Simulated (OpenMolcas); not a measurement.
## Cu2+: effect of the metal basis

Cu2+ with its 6 nearest fluoride ions at 2.031 Å, on the Li site of LiF (a = 4.028 Å, distance in the model lattice 2.014 Å). The rest of the host is ab initio model potentials to 7.6 Å and point charges beyond; the distance is set by hand and nothing relaxes, and no local charge compensation is placed.

```json
{
 "Program": "OpenMolcas",
 "Method": "CASSCF",
 "Spin-orbit coupling": "RASSI with atomic mean-field integrals over the reference wave functions"
}
```

Fixed: ligand basis ANO-RCC-VDZP, active space 9 electrons in 5 orbitals (3d), DKH2 Hamiltonian.

States (labels of O, the rotations of Oh). Energies in cm-1 above the lowest state or level, χT in cm3 K/mol; 10Dq is the gap between the two states.

| Run | Metal basis | Ground state | First state of that spin | 10Dq | First gap with spin-orbit (degeneracies) | χT at 300 K | Cost |
| --- | --- | --- | --- | --- | --- | --- | --- |
| A | ANO-RCC-VDZP | 2E | 2T2 6624 | 6624 | 5949 (4, 2) | 0.591 | roughly 4 core-seconds |
| B | ANO-RCC-VTZP | 2E | 2T2 6290 | 6290 | 5629 (4, 2) | 0.601 | roughly 9 core-seconds |

Against A, |10Dq| changes by -5.0 % in B.

Costs are those of the RASSCF and RASSI steps.

An orbital doublet at a regular site is open to a Jahn-Teller distortion, which this geometry leaves out. Ligand-to-metal charge-transfer states are missing. With metal d orbitals alone and no dynamic correlation 10Dq can be off by a tenth to a fifth, either way, in oxide and fluoride hosts. No measured value stands beside these numbers; the geometry was set by hand and not optimised.
